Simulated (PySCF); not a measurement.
# How methods differ on the ionisation energy of Xe⁺

Xe⁺ [Kr] 4d10 5s2 5p5 (2P) → Xe²⁺ [Kr] 4d10 5s2 5p4 (3P), as a difference of total energies. Computed with PySCF 2.14 in def2-TZVP with the def2 core potential (28 electrons), with a scalar-relativistic core potential. Correlated levels: valence: 4s2 4p6 4d10 frozen. The calculations carry no spin-orbit coupling.

```json
{"method": "UHF", "ionisation energy (eV)": "20.077", "difference from reference (eV)": "-0.898"}
{"method": "r2SCAN", "ionisation energy (eV)": "21.119", "difference from reference (eV)": "+0.144"}
{"method": "MN15", "ionisation energy (eV)": "20.896", "difference from reference (eV)": "-0.079"}
{"method": "MP2 (valence)", "ionisation energy (eV)": "20.772", "difference from reference (eV)": "-0.203"}
{"method": "SCS-MP2 (valence)", "ionisation energy (eV)": "20.769", "difference from reference (eV)": "-0.206"}
{"method": "CCSD (valence)", "ionisation energy (eV)": "20.793", "difference from reference (eV)": "-0.182"}
{"method": "CCSD(T) (valence)", "ionisation energy (eV)": "20.820", "difference from reference (eV)": "-0.155"}
```

Reference: 20.975 eV (semi-empirical (NIST evaluation); NIST Atomic Spectra Database, ionization energies).

The reference lies between the lowest fine-structure levels, while these numbers refer to the centres of the terms.

Errors of the correlated levels include the incompleteness of this basis and the frozen core.
